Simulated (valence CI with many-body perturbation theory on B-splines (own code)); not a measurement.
Kr³¹⁺: what the settings do

Computed by valence CI with perturbative core correlation (CI+MBPT): three valence electrons over a frozen Dirac-Fock core [He], radial functions for each j: 6 s, 6 p, 5 d, 3 f, 1 g, with the one-electron correlation potential Σ1, the two-electron term Σ2, the three-electron term Σ3, Breit, model QED; selected CI, second order for the rest, scaled by the run's own slope (own B-spline code, finite nucleus).

No measured spectrum was set against this ion. As an estimate, large intervals hold to a few tenths of a per cent, small ones and those within an open d or f shell to about a per cent.

The reference run has the lowest level (2s^2 2p1/2) J=1/2 and an ionisation energy of 3753.06 eV. Its largest variational space holds 4314 state functions.

Levels are named by their leading jj configuration (3d3/2^4 stands for four electrons in 3d with j = 3/2), which in mixed levels can hold well under half, so a name can repeat and another be missing. Letters in brackets count levels of one name in rising energy.

Changed runs:
A. selection threshold (hartree) 2e-08 → 2e-07; scale of Σ1 1 → 0
B. correlating orbitals by l 3 3 3 2 1 → 5 3 2 4 1
C. highest l in the core sums 6 → 5
D. size limit of the variational space 10000 → 100; second order for the rest on → off (bad on purpose)

Excitation energies of the reference run in cm⁻¹, and shifts in cm⁻¹:

| Level | Reference | A | B | C | D |
| --- | --- | --- | --- | --- | --- |
| (2s^2 2p3/2) J=3/2 | 492460 | -289 | +0.1 | +0.4 | +1469 |
| (2s 2p1/2^2) J=1/2 | 697759 | +1548 | -9.3 | -5.2 | +544 |
| (2s 2p1/2 2p3/2) J=3/2 [a] | 1013480 | +1291 | -2.9 | -4.8 | -623 |
| (2s 2p1/2 2p3/2) J=5/2 | 1154130 | +1256 | -15 | -4.7 | +283 |
| (2s 2p1/2 2p3/2) J=3/2 [b] | 1429850 | +1272 | -25 | -4.8 | +2525 |
| (2s 2p1/2 2p3/2) J=1/2 | 1504060 | +1334 | -2.6 | -4.9 | +3233 |
| (2s 2p3/2^2) J=5/2 | 1670790 | +1019 | -25 | -4.4 | +1728 |
| (2s 2p3/2^2) J=1/2 | 2029550 | +987 | -26 | -4.4 | +6329 |
| (2s 2p3/2^2) J=3/2 | 2040350 | +1011 | +1.8 | -4.4 | +2959 |
| (2p1/2^2 2p3/2) J=3/2 | 2256780 | +2855 | -27 | -10 | +6328 |
| (2p1/2 2p3/2^2) J=3/2 | 2634680 | +2627 | -29 | -10 | +5179 |
| (2p1/2 2p3/2^2) J=5/2 | 2732760 | +2606 | -46 | -10 | +5722 |
| Ionisation energy (eV) | 3753.06 | -0.35 | -0.0032 | +0.00088 | -0.48 |
